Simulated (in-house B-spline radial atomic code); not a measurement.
Neutral ruthenium is squeezed into an impenetrable sphere of radius R (the orbitals vanish at R). Level of theory: non-relativistic r2SCAN, spin-polarised, spherical fractional occupations, point nucleus; calculated with an all-electron radial atomic-structure program (B-spline basis).

Energies in eV above the free atom in [Kr] 4d7 5s1:

```csv
R (bohr),highest level (eV),[Kr] 4d7 5s1,[Kr] 4d7 4f1,[Ar] 3d10 4s2 4p5 4d7 4f1 5s1
9.9,-3.79,0.01044,9.431,52.62
6.13,-2.97,0.7505,16.55,59.3
5.04,-1.68,2.736,22.28,65.14
4.03,3.86,10.1,33.42,77.89
3.74,7.22,15.16,39.16,85.01
3.19,18.7,34.79,57.94,109.7
2.62,47.1,93.14,106.9,176
2.2,96.1,217.2,207.6,309.3
1.68,256,750.5,649.5,859
1.28,619,2348,2014,2457
```

Does [Kr] 4d7 4f1 fall below [Kr] 4d7 5s1 under compression?

Yes, between R = 2.62 and 2.2 bohr the order changes (near 2.37 bohr by linear interpolation).

Does [Ar] 3d10 4s2 4p5 4d7 4f1 5s1 fall below [Kr] 4d7 5s1 under compression?

No, it stays above over the whole range.

The highest level is first positive in the row R = 4.03 bohr, pushed up by confinement above the zero of the free ion's potential. Each configuration is held fixed and needn't be the lowest in the sphere.
